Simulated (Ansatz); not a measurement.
C2H3FSn can be A, `C#[C][SnH2][F]`, or B, `F[C]1=[CH][SnH2]1`.

Isolated molecules relaxed with PBE0-D4/def2-TZVP in Ansatz; ΔE leaves out vibrations. CBS: MP2 limit from def2 TZ/QZ plus the TZ coupled-cluster correction, frozen cores. DFT in def2-TZVPP. B3LYP here is the variant with VWN-RPA as its local correlation; programs differ in this. def2 core potentials past Kr. For Sn outer-core shells are correlated without core-valence functions, which leaves a few kJ/mol of doubt a bond.

Problem. Which isomer does CCSD(T)/CBS put lower? Give the gap. (Estimate.)

Solution. The calculation gave: A, by 195.5 kJ/mol.

Problem. Give E(B) − E(A) in kJ/mol with BLYP-D4, MP2/def2-TZVPP, B3LYP-D4, LDA (SPW92), PBE0-D4, r2SCAN-D4, CCSD/def2-TZVPP. (An estimate is asked.)

Solution. Computed: BLYP-D4 180.6, MP2/def2-TZVPP 198.6, B3LYP-D4 185.9, LDA (SPW92) 115.7, PBE0-D4 158.4, r2SCAN-D4 168.7, CCSD/def2-TZVPP 199.4. None reverses the order clearly.

Problem. Does the order hold for the free energy at 298.15 K (harmonic terms from PBE0-D4)? (Estimate.)

Solution. The calculation gave: Yes: G(B) − G(A) = +200.7 kJ/mol.

Largest T1 diagnostic: 0.016.

In def2-TZVPP, CCSD(T) changes the Hartree–Fock value by −46.4 kJ/mol (the triples alone add −8.7 kJ/mol) and MP2 by −38.6 kJ/mol. Leaving LDA and LC-ωPBE aside and taking each functional with its dispersion term where it has one, the values, not all of them listed here, spread over 52.1 kJ/mol, from PBE-D4 to BHLYP-D4. LDA lies −33.3 kJ/mol from PBE without D4.
